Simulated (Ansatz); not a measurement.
Steps of a relaxation of `F[SiH](Br)N[SiH3]` with RKS PBE0-D4/def2-TZVP.

```sh
$ ansatz run in.yaml --threads 4 --pin off --events-out ev --progress --plain --max-ram 10444MiB
```

```yaml
crystal:
  periodic: [false, false, false]
  atoms:
    - {symbol: F, position_ang: [-1.350135, 0.309638, 2.245928]}
    - {symbol: Si, position_ang: [0.093140, 0.111209, 1.502594]}
    - {symbol: Br, position_ang: [1.519877, 1.432237, 2.596611]}
    - {symbol: N, position_ang: [0.046010, 0.576427, -0.155713]}
    - {symbol: Si, position_ang: [-0.158146, -0.453522, -1.574014]}
    - {symbol: H, position_ang: [0.473410, -1.323169, 1.629748]}
    - {symbol: H, position_ang: [0.092500, 1.587859, -0.325288]}
    - {symbol: H, position_ang: [-1.479168, -0.222094, -2.258227]}
    - {symbol: H, position_ang: [0.935271, -0.199289, -2.575866]}
    - {symbol: H, position_ang: [-0.089657, -1.870596, -1.082673]}
basis:
  gaussian: {orbitals: def2-TZVP}
hamiltonian: {xc: pbe0, dispersion: d4}
relax: {f_tol: 0.005, max_steps: 150}
```

Positions (Å) and forces (eV/Å) along the path, 12 of 12 steps:

```xyz
10
step=1 energy=-90077.9478 eV
F    -1.350    0.310    2.246    1.226   -0.167   -0.607
Si    0.093    0.111    1.503   -0.849    0.280   -0.077
Br    1.520    1.432    2.597   -0.282   -0.242   -0.177
N     0.046    0.576   -0.156   -0.041    0.012    0.169
Si   -0.158   -0.454   -1.574    0.037    0.161    0.272
H     0.473   -1.323    1.630   -0.106    0.345   -0.009
H     0.092    1.588   -0.325   -0.031   -0.639    0.084
H    -1.479   -0.222   -2.258    0.300   -0.028    0.185
H     0.935   -0.199   -2.576   -0.238   -0.038    0.253
H    -0.090   -1.871   -1.083   -0.015    0.316   -0.092
10
step=2 energy=-90078.0091 eV
F    -1.325    0.309    2.229    0.707   -0.126   -0.395
Si    0.096    0.110    1.483   -0.715    0.180   -0.003
Br    1.497    1.415    2.579    0.014   -0.008   -0.006
N     0.041    0.572   -0.160   -0.016   -0.148    0.149
Si   -0.158   -0.454   -1.563    0.039    0.174    0.227
H     0.468   -1.311    1.615   -0.020    0.075   -0.018
H     0.088    1.572   -0.331   -0.010   -0.168    0.007
H    -1.466   -0.215   -2.235    0.071   -0.020    0.029
H     0.931   -0.195   -2.546   -0.063   -0.026    0.044
H    -0.090   -1.855   -1.070   -0.009    0.068   -0.034
10
step=3 energy=-90078.0257 eV
F    -1.321    0.289    2.194    0.082    0.030    0.002
Si    0.092    0.117    1.475   -0.121   -0.079    0.009
Br    1.500    1.412    2.571    0.001    0.030    0.030
N     0.044    0.572   -0.155   -0.004   -0.020   -0.014
Si   -0.157   -0.449   -1.546    0.005    0.029    0.029
H     0.469   -1.298    1.599    0.031   -0.025    0.008
H     0.087    1.566   -0.329    0.009    0.052   -0.039
H    -1.459   -0.211   -2.218   -0.024    0.007   -0.014
H     0.926   -0.201   -2.530    0.021   -0.001   -0.019
H    -0.097   -1.847   -1.058    0.001   -0.023    0.009
10
step=4 energy=-90078.0266 eV
F    -1.312    0.296    2.203   -0.019   -0.007    0.006
Si    0.090    0.112    1.474   -0.016   -0.004    0.011
Br    1.492    1.414    2.574    0.020    0.009    0.004
N     0.040    0.571   -0.156    0.007    0.002    0.006
Si   -0.158   -0.448   -1.548    0.003   -0.003   -0.006
H     0.471   -1.303    1.602    0.008    0.002   -0.009
H     0.090    1.566   -0.331    0.001    0.001   -0.011
H    -1.460   -0.211   -2.223   -0.002    0.003   -0.003
H     0.927   -0.201   -2.532    0.002    0.000   -0.001
H    -0.097   -1.847   -1.060   -0.004   -0.003    0.002
10
step=5 energy=-90078.0267 eV
F    -1.314    0.293    2.203    0.001   -0.003    0.002
Si    0.089    0.112    1.475   -0.008   -0.003    0.003
Br    1.493    1.415    2.574    0.001    0.002   -0.002
N     0.040    0.571   -0.156    0.004    0.007    0.012
Si   -0.158   -0.448   -1.548   -0.001   -0.001   -0.003
H     0.474   -1.302    1.601    0.003    0.002   -0.005
H     0.090    1.566   -0.331    0.000   -0.004   -0.008
H    -1.459   -0.210   -2.224    0.001    0.001   -0.001
H     0.928   -0.202   -2.531    0.001   -0.002    0.002
H    -0.100   -1.847   -1.059   -0.003    0.001    0.000
10
step=6 energy=-90078.0269 eV
F    -1.313    0.278    2.201    0.000   -0.004    0.006
Si    0.093    0.111    1.474   -0.008    0.012   -0.001
Br    1.485    1.424    2.576    0.000    0.000   -0.001
N     0.040    0.573   -0.155    0.001   -0.012   -0.021
Si   -0.160   -0.447   -1.547    0.001   -0.001    0.008
H     0.489   -1.300    1.597    0.004   -0.003   -0.001
H     0.091    1.567   -0.335    0.002    0.006    0.011
H    -1.456   -0.197   -2.229    0.001    0.002    0.000
H     0.933   -0.215   -2.526    0.002    0.000    0.001
H    -0.118   -1.846   -1.054   -0.003   -0.001   -0.001
10
step=7 energy=-90078.0270 eV
F    -1.311    0.261    2.202    0.005   -0.003    0.001
Si    0.096    0.111    1.474   -0.002    0.009    0.004
Br    1.477    1.434    2.578   -0.002    0.003   -0.002
N     0.039    0.575   -0.155   -0.001   -0.015   -0.029
Si   -0.163   -0.447   -1.546    0.000   -0.001    0.003
H     0.508   -1.296    1.594   -0.002   -0.001   -0.001
H     0.090    1.568   -0.337    0.002    0.006    0.022
H    -1.451   -0.182   -2.237    0.003    0.001    0.001
H     0.939   -0.230   -2.518   -0.001   -0.003    0.002
H    -0.140   -1.845   -1.051   -0.001    0.003   -0.001
10
step=8 energy=-90078.0271 eV
F    -1.309    0.243    2.203    0.014   -0.003   -0.003
Si    0.100    0.109    1.473   -0.004    0.010    0.002
Br    1.468    1.448    2.576   -0.005   -0.004   -0.001
N     0.039    0.575   -0.154   -0.005   -0.013   -0.034
Si   -0.165   -0.446   -1.545    0.001   -0.004    0.001
H     0.525   -1.294    1.589   -0.002    0.005    0.006
H     0.089    1.569   -0.336    0.002    0.003    0.025
H    -1.445   -0.165   -2.245    0.007    0.000    0.002
H     0.947   -0.246   -2.510   -0.006   -0.002    0.003
H    -0.164   -1.844   -1.047   -0.001    0.007   -0.002
10
step=9 energy=-90078.0272 eV
F    -1.305    0.225    2.204    0.015    0.000   -0.010
Si    0.103    0.108    1.472    0.000   -0.003    0.013
Br    1.459    1.460    2.575   -0.006   -0.001   -0.003
N     0.037    0.576   -0.155   -0.006   -0.007   -0.021
Si   -0.168   -0.446   -1.545    0.001   -0.008   -0.007
H     0.545   -1.290    1.589   -0.005    0.007    0.002
H     0.086    1.570   -0.334    0.001    0.003    0.017
H    -1.439   -0.148   -2.256    0.010   -0.002    0.006
H     0.954   -0.264   -2.503   -0.010   -0.002    0.008
H    -0.189   -1.842   -1.044    0.000    0.012   -0.004
10
step=10 energy=-90078.0273 eV
F    -1.304    0.218    2.205    0.012   -0.002   -0.009
Si    0.105    0.107    1.473   -0.003    0.003    0.009
Br    1.454    1.468    2.571   -0.002   -0.004    0.001
N     0.037    0.574   -0.155   -0.004   -0.005   -0.005
Si   -0.168   -0.445   -1.546   -0.005   -0.003   -0.008
H     0.552   -1.290    1.591   -0.002    0.007    0.001
H     0.085    1.569   -0.330    0.001   -0.001    0.004
H    -1.436   -0.140   -2.260    0.008   -0.002    0.004
H     0.957   -0.270   -2.501   -0.008   -0.003    0.007
H    -0.200   -1.842   -1.045    0.002    0.010   -0.004
10
step=11 energy=-90078.0273 eV
F    -1.303    0.215    2.203    0.007    0.001   -0.006
Si    0.107    0.107    1.472   -0.007   -0.005    0.007
Br    1.452    1.469    2.574   -0.003   -0.002   -0.004
N     0.038    0.574   -0.155    0.000    0.005    0.005
Si   -0.170   -0.445   -1.547    0.004   -0.006    0.000
H     0.555   -1.289    1.592    0.001    0.002    0.000
H     0.086    1.569   -0.329    0.001    0.000   -0.004
H    -1.436   -0.137   -2.261    0.004    0.000    0.002
H     0.957   -0.274   -2.501   -0.004    0.003    0.000
H    -0.202   -1.841   -1.045   -0.003    0.003    0.000
10
step=12 energy=-90078.0273 eV
F    -1.305    0.213    2.200    0.000   -0.001   -0.001
Si    0.107    0.107    1.472   -0.001   -0.002    0.000
Br    1.448    1.471    2.574    0.002    0.002    0.002
N     0.040    0.573   -0.155    0.001    0.001   -0.001
Si   -0.170   -0.445   -1.546    0.000    0.000   -0.001
H     0.557   -1.288    1.594   -0.001    0.000    0.000
H     0.093    1.568   -0.330    0.000    0.000    0.000
H    -1.437   -0.137   -2.258   -0.001    0.000    0.000
H     0.954   -0.273   -2.503    0.000    0.000    0.000
H    -0.203   -1.841   -1.046    0.000    0.000    0.000
```

It took 59 s on 4 threads of an Arm Neoverse V1 on a shared host, with 0.7 GiB of host memory at the peak.
